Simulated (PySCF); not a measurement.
Computed shifts of a molecule C2H8Si2, PBE/pcSseg-1 in PySCF, GIAO, gas phase, atoms alike by connectivity averaged where their shifts nearly agree, in ppm (number of nuclei): ²⁹Si: -67.4 (2). ¹³C: 156.2 (2). ¹H: 7.35 (2), 4.57 (6). References: ²⁹Si against TMS (σ = 335.4 ppm); ¹³C against TMS (σ = 182.0 ppm); ¹H against TMS (σ = 31.49 ppm), references at their B3LYP-D3(BJ)/def2-TZVP geometries, non-relativistic. Geometry optimised at PBE0-D3(BJ)/def2-SVP. One conformer was computed; it need not be the lowest.

### Question
Identify the compound among the candidates.
(A) [SiH3]/C=C/[SiH3]
(B) C=C[SiH2][SiH3]
(C) C1[SiH2]C[SiH2]1
(D) C1C[SiH2][SiH2]1

### Answer
A, [SiH3]/C=C/[SiH3]
